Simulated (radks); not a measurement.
Species: Mg10+. Configuration: [He].

Method: scalar-relativistic Kohn-Sham, r2SCAN, spin-polarised, spherical densities, finite nucleus; meta-GGA in the generalised Kohn-Sham scheme; Fermi nuclear charge, rms radius 3.057 fm; computed with a radial shooting solver on a logarithmic mesh with Libxc functionals.

Energy parts (Ry):
total: -273.83754
kinetic: 274.77287
electron-nucleus: -563.09744
Hartree: 29.17367
exchange-correlation: -14.68664

Orbitals (lengths in bohr, moments of r in powers of bohr; r(90%) holds 90 % of the orbital's charge):
| orbital | occ. | eigenvalue (Ry) | r(90%) | <1/r> | <r^4> |
|---|---|---|---|---|---|
| 1s | 2 | -124.8051 | 0.230 | 11.73 | 0.001261 |

The highest occupied level is 1s at -1698.1 eV. For comparison, the ionisation energy in NIST's Atomic Spectra Database is 1761.8 eV (theoretical). In exact Kohn-Sham theory the highest level is minus the ionisation energy, but local and semilocal functionals leave it too shallow, through self-interaction and a potential that decays too fast; potentials with the right tail come closer. The density falls to 0.001 e/bohr^3 at r = 0.60 bohr. Summed over all electrons, <r^2> = 0.04452 bohr^2, which gives a Langevin (diamagnetic) susceptibility term of -0.0353 x 10^-6 cm^3/mol. The electron density at the nucleus is 1105 e/bohr^3 (large components only).
